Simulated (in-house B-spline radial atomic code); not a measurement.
**Binding energies in Hg IV (Hg3+)**

NIST's tabulated ground configuration is [Xe] 4f14 5d9; each binding energy is the energy of the ion with one electron taken from that subshell, relaxed, less that of the parent. Computed with an all-electron radial atomic-structure program (B-spline basis): Dirac-Hartree-Fock, average of configuration, Fermi nucleus of rms radius 5.4648 fm. Energies include first-order Breit, QED and recoil terms.

```csv
subshell,X-ray name,binding energy (eV),-ε (eV),relaxation (eV)
1s,K,83141.5,83688.7,93.0
2s,L1,14893.7,15007.6,55.6
2p1/2,L2,14253.1,14371.0,60.5
2p3/2,L3,12327.5,12420.0,56.6
3s,M1,3613.6,3656.6,31.1
3p1/2,M2,3328.2,3371.6,32.3
4s,N1,852.7,868.3,12.9
4p1/2,N2,730.1,745.3,12.9
4p3/2,N3,625.4,638.2,11.6
5s,O1,169.1,172.7,3.2
4f5/2,N6,145.5,156.1,10.8
4f7/2,N7,141.5,151.7,10.6
5p1/2,O2,126.9,130.1,2.8
5p3/2,O3,108.6,111.0,2.3
5d,"O4,5",48.15,49.46,1.32
```

Relaxation = -ε minus the binding energy without Breit, QED and recoil terms.

Emission lines follow as differences of binding energies, with λ = 12398.42 eV·Å / E:

```
 line       holes  energy (eV)  wavelength (Å)
 K-L3  1s → 2p3/2      70814.0         0.17508
 K-L2  1s → 2p1/2      68888.4         0.17998
L3-M1  2p3/2 → 3s       8713.9          1.4228
```

Q: What screening constant σ does Moseley's law, E = (3/4)·13.6057 eV·(Z - σ)², need for K-L3?

A: σ = -3.30.

Moseley's non-relativistic formula needs a falling, then negative, screening constant for heavy elements, because relativity binds the 1s electron more strongly than the formula allows.

Q: What does it cost to remove two 5p3/2 electrons?

A: 235.28 eV, which is 18.13 eV more than the two single binding energies together.

Q: What does it cost to remove both a 1s and a 3p1/2 electron?

A: 86611 eV, which is 141.2 eV more than the two single binding energies together.

Q: What does it cost to remove both a 3p1/2 and a 4s electron?

A: 4220.4 eV, which is 39.53 eV more than the two single binding energies together.
